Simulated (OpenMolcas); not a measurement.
Predicting a hybrid from its neighbours: C4H11As (tert-butylarsine)

C4H11As: 16 atoms, total charge 0, spin state singlet. SMILES: `CC(C)(C)[AsH2]`. Geometry: relaxed at PBE0-D4/def2-TZVP. This is one conformer, not always the lowest.

The vertical ionisation energy (to the doublet cation) y, in eV, basis 6-31G(d); a is the functional's share of exact exchange. Programs: OpenMolcas 26.06.

```
functional     program     a  y (eV)
      BLYP  OpenMolcas     0    8.64
       PBE  OpenMolcas     0    8.76
     B3LYP  OpenMolcas   0.2       ?
      PBE0  OpenMolcas  0.25    8.93
     BHLYP  OpenMolcas   0.5    8.95
```

Problem. Fit y = c + s·a to the known rows and predict B3LYP.

Solution. 
1. Means of the 4 rows: a = 0.1875, y = 8.820.
2. Σ(Δa)² = 0.17188, Σ(Δa·Δy) = 0.0925, so the slope is 0.0925/0.17188 = 0.53817.
3. Intercept: 8.820 − (0.53817) × 0.1875 = 8.719. The largest residual of the fit is 0.079.
4. B3LYP: 8.719 + (0.53817) × 0.2 = 8.83 eV.

The run gave 8.95 eV, so the prediction is off by -0.12 eV, about the scatter of the fit. The rows mix families of semi-local functionals, which the line can't see.
